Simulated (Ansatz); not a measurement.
`[F][In]([Cl])[O][SiH3]` + H–F → `[F][In]([F])[O][SiH3]` + HCl at 400 K and 1 bar (ligand exchange at the In–Cl bond).

Computed with Ansatz on PBE0-D4/def2-TZVP structures; ΔE is electronic, products minus reactants. CBS: MP2 limit from def2 TZ/QZ plus the TZ coupled-cluster correction, frozen cores. This one scheme is used for every species. def2 core potentials past Kr. For In outer-core shells are correlated without core-valence functions, which leaves a few kJ/mol of doubt a bond. Each species was taken in one conformer, which may not be the lowest.

```csv
species,CCSD(T)/CBS energy (Eh),H − E (kJ/mol),S (J/(mol·K))
`[F][In]([Cl])[O][SiH3]`,-1115.57293,120.5,446.1
H–F,-100.39570,36.5,182.2
`[F][In]([F])[O][SiH3]`,-755.56161,121.3,437.8
HCl,-460.38127,29.6,195.4
```

H − E and S are ideal-gas, rigid-rotor, harmonic terms from PBE0-D4/def2-TZVP, for one conformer and one mirror image of each species. 1 Eh = 2625.50 kJ/mol, R = 8.31446 J/(mol·K).

Task: By hand: ΔE, ΔH, ΔS and ΔG.

Result: ΔE = (-755.56161) + (-460.38127) − (-1115.57293) − (-100.39570) = 0.02575 Eh = 67.6 kJ/mol. Δ(H − E) = 121.3 + 29.6 − 120.5 − 36.5 = -6.1, so ΔH = 61.5 kJ/mol. ΔS = 437.8 + 195.4 − 446.1 − 182.2 = 4.9 J/(mol·K). ΔG = 61.5 − 400 × (4.9)/1000 = 59.5 kJ/mol.

Task: By hand: the equilibrium constant, and the temperature at which ΔG would vanish if ΔH and ΔS stayed fixed.

Result: log₁₀ K = −ΔG/(RT ln 10) = -7.8. ΔG = 0 at ΔH/ΔS = 12551 K, far beyond where these terms or the molecules hold.

The number of gas molecules stays the same, so ΔS is small and ΔH decides. A doubt of 5 kJ/mol in ΔE shifts log₁₀ K by 0.7 here. Other conformers and mirror images would add mixing entropy, several J/(mol·K) or more a flexible species. Modes under 60 cm⁻¹, often nearly free rotors, make the harmonic entropy too high. These are equilibria of isolated gas molecules and say nothing of rates. Largest T1 diagnostic: 0.017 (customary marks: 0.02 for closed shells, 0.045 for open ones).
